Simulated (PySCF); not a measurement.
**Atomic charges by several schemes**

Species: C3H8O3Si2.
Z-matrix (Å and degrees, GFN2-xTB geometry), rows numbered from 1:
```
O 
Si  1  1.6084
O   2  1.6520  1  113.35
Si  3  1.6239  2  116.36  1   132.27
C   4  1.9002  3   95.79  2    -4.81
C   5  1.5039  4  124.35  3   137.98
C   6  1.4964  5   60.06  4   114.98
O   5  1.4115  4  108.44  3    -3.95
H   1  0.9550  2  121.30  3   -59.20
H   2  1.4423  1  105.73  3  -118.88
H   4  1.4578  3  107.81  2  -121.11
H   4  1.4564  3  109.14  2   110.54
H   6  1.0797  5  118.18  7  -108.83
H   6  1.0793  5  117.15  7   107.77
H   7  1.0797  5  118.16  6   108.92
H   7  1.0794  5  117.17  6  -107.75
```

Density: PBE0/pcSseg-1 (PySCF); schemes: Mulliken, IAO, Hirshfeld and ESP-fitted. The structure is a single GFN2-xTB conformer in the gas phase; no vibrational or solvent corrections.

Q: Which atoms carry the highest charge in the Mulliken, IAO, Hirshfeld and ESP-fitted schemes?

A: All schemes agree: Mulliken Si2 (+1.141); IAO Si2 (+1.484); Hirshfeld Si2 (+0.505); ESP-fitted Si2 (+0.928).

Q: Do the Mulliken, IAO, Hirshfeld and ESP-fitted schemes agree on where the charge is lowest?

A: The schemes don't all agree: Mulliken O3 (-0.723); IAO O3 (-0.898); Hirshfeld O3 (-0.324); ESP-fitted O1 (-0.694).

Q: For which atoms does the sign change between the 4 schemes (beyond +0.03 e in one, beyond −0.03 e in another)?

A: For none.

Q: Give the atomic charges in each scheme.

A: In e:

```tsv
atom	environment	Mulliken	IAO	Hirshfeld	ESP-fitted
O1	silanol oxygen	-0.527	-0.777	-0.299	-0.694
Si2	oxygen-bound silicon	+1.141	+1.484	+0.505	+0.928
O3	siloxane oxygen	-0.723	-0.898	-0.324	-0.589
Si4	oxygen-bound silicon	+0.891	+0.997	+0.407	+0.772
C5	sp3 carbon bound to oxygen	-0.256	-0.088	-0.022	-0.047
C6	three-membered-ring carbon	-0.176	-0.301	-0.099	-0.337
C7	three-membered-ring carbon	-0.174	-0.297	-0.098	-0.257
O8	silyl ether oxygen	-0.588	-0.644	-0.227	-0.395
H9	hydroxyl hydrogen	+0.251	+0.371	+0.187	+0.448
H10	Si–H hydrogen	-0.145	-0.176	-0.075	-0.117
H11	Si–H hydrogen	-0.115	-0.141	-0.076	-0.148
H12	Si–H hydrogen	-0.113	-0.142	-0.074	-0.148
H13	methylene hydrogen	+0.127	+0.145	+0.046	+0.141
H14	methylene hydrogen	+0.140	+0.161	+0.052	+0.171
H15	methylene hydrogen	+0.126	+0.145	+0.046	+0.118
H16	methylene hydrogen	+0.140	+0.161	+0.052	+0.154
```

Mean size of the charges over all atoms: IAO 0.433 e, Mulliken 0.352 e, ESP-fitted 0.342 e, Hirshfeld 0.162 e. Each set sums to the total charge, 0, to within 0.001 e. The Mulliken scheme gives each basis function's population to the atom it is centred on and halves the overlap population of two atoms between them. The ESP scheme is a least-squares fit of atom-centred charges to the potential on four shells outside the van der Waals surface, with the total charge fixed.

Q: Sum the charges by element.

A: 
```csv
element,atoms,Mulliken,IAO,Hirshfeld,ESP-fitted
O,3,-1.838,-2.320,-0.850,-1.679
Si,2,+2.032,+2.480,+0.912,+1.700
C,3,-0.605,-0.686,-0.219,-0.641
H,8,+0.410,+0.525,+0.157,+0.619
```

Q: How many electrons does the ESP-fitted scheme count on Si4?

A: Z − q = 14 − (+0.772) = 13.228.

The run behind these numbers computed NMR shieldings as well. On Arm Neoverse N1, one thread (shared host), this took 54 s of wall time.
